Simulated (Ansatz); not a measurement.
Born–Oppenheimer molecular dynamics of ClGaH7NO2Si (13 atoms, charge 0, multiplicity 1). It starts at the highest image of a converged band, a first-order saddle point between two minima.

Level of theory: Ansatz, RKS PBE/def2-SVP.

```
ensemble                      : NVE (velocity Verlet)
time step                     : 0.5 fs
steps asked                   : 200
starting velocities drawn for : 300 K
seed                          : 9150
```

First frame:

```xyz
13
Properties=species:S:1:pos:R:3
Ga 0.026 0.090 0.150
Cl -0.676 -0.840 2.028
O 1.809 0.076 -0.223
H 2.119 -0.774 -0.581
O -1.162 0.044 -1.228
H -1.962 -0.448 -0.969
N 0.163 2.097 0.770
H 1.191 2.200 0.762
Si -0.693 3.385 -0.203
H -1.479 2.720 -1.283
H -1.577 4.137 0.746
H 0.368 4.287 -0.758
H -0.129 2.061 1.758
```

Task: How far do the bonds stretch over the last three quarters of this one trajectory? (Pairs bonded in most of those frames.)

Result: 
```json
{"bond": "Ga1–Cl2", "mean (Å)": "2.210", "spread (Å)": "0.040", "shortest": "2.15", "longest": "2.27"}
{"bond": "Ga1–O3", "mean (Å)": "1.866", "spread (Å)": "0.069", "shortest": "1.74", "longest": "1.94"}
{"bond": "Ga1–O5", "mean (Å)": "1.818", "spread (Å)": "0.027", "shortest": "1.78", "longest": "1.87"}
{"bond": "Ga1–N7", "mean (Å)": "2.087", "spread (Å)": "0.015", "shortest": "2.07", "longest": "2.11"}
{"bond": "O3–H4", "mean (Å)": "0.973", "spread (Å)": "0.001", "shortest": "0.97", "longest": "0.98"}
{"bond": "O5–H6", "mean (Å)": "0.974", "spread (Å)": "0.003", "shortest": "0.97", "longest": "0.98"}
{"bond": "N7–H8", "mean (Å)": "1.038", "spread (Å)": "0.010", "shortest": "1.02", "longest": "1.05"}
{"bond": "N7–Si9", "mean (Å)": "1.843", "spread (Å)": "0.035", "shortest": "1.78", "longest": "1.88"}
{"bond": "N7–H13", "mean (Å)": "1.032", "spread (Å)": "0.009", "shortest": "1.02", "longest": "1.05"}
{"bond": "Si9–H10", "mean (Å)": "1.493", "spread (Å)": "0.006", "shortest": "1.48", "longest": "1.51"}
{"bond": "Si9–H11", "mean (Å)": "1.500", "spread (Å)": "0.005", "shortest": "1.49", "longest": "1.51"}
{"bond": "Si9–H12", "mean (Å)": "1.510", "spread (Å)": "0.053", "shortest": "1.43", "longest": "1.58"}
```

Mean temperature of the second half: 176 K. The conserved energy stayed within 0.075 meV per atom of its start (net change 0.021 meV per atom), so the integration is sound. A run of 0.1 ps of so small a system gives no equilibrium averages. The orbitals stay closed-shell, which can raise the energy where a bond breaks towards radicals; this wasn't checked here.

Time of the run: 6.3 min on 4 threads of Arm Neoverse V2 (shared host), peak memory 0.23 GiB.
